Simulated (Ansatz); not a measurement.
Cost and result up the ladder for the cluster Ge3O2 (5 atoms). Charge 0, multiplicity 1. Geometry: B3LYP-D4/def2-SVP.

```
atom    x (Å)    y (Å)    z (Å)
 Ge1  -1.8786  -0.0402   0.4094
 Ge2   1.3638   0.4263   0.8735
 Ge3  -0.2820  -0.6356  -1.7930
  O4   1.1860  -0.1691  -0.8314
  O5  -0.3892   0.4186   1.3415
```

Ansatz on 4 threads of Arm Neoverse V2 on a shared host. Times are rough, and most runs start from the orbitals of an earlier one. No level here is sound enough to serve as a yardstick. Binding counts from free atoms at the same level (Ge triplet, O triplet; other spins of the atoms weren't run), without zero-point energy or a counterpoise term.

LC-ωPBE has ω = 0.4 bohr⁻¹. Correlated methods freeze 29 core orbitals; core or outer-core shells of Ge are correlated, in sets that lack core-valence functions. The rows differ in basis, and correlated rows in double-zeta sets carry the largest basis error. Another isomer (singlet) lies 0.25 eV lower at PBE0-D4/def2-TZVP; other spin states weren't run for this one.

Correlated methods converge slowly with the basis, most of all in double-zeta sets.

| level | functions | binding energy per atom (eV) | remarks |
| --- | --- | --- | --- |
| LC-ωPBE/def2-TZVP | 206 | 3.49 | restricted SCF unstable in HF |
| r2SCAN-D4/def2-TZVP | 206 | 3.64 | restricted SCF unstable in HF |
| ωB97X-V/def2-TZVP | 206 | 3.65 | restricted SCF unstable in HF |
| CCSD(T)/def2-SVP | 124 | 3.22 | restricted SCF unstable |
| PBE0-D4/def2-TZVP | 206 | 3.56 | restricted SCF unstable in HF |
| PBE-D4/def2-TZVP (with forces) | 206 | 3.82 | restricted SCF unstable in HF |

Estimate how long each takes.

PBE-D4/def2-TZVP (with forces) 2.8 s; LC-ωPBE/def2-TZVP 3.5 s; r2SCAN-D4/def2-TZVP 4.8 s; PBE0-D4/def2-TZVP 7.5 s; ωB97X-V/def2-TZVP 11 s; CCSD(T)/def2-SVP 22 s. On shared hardware such times vary by a factor of up to 3.
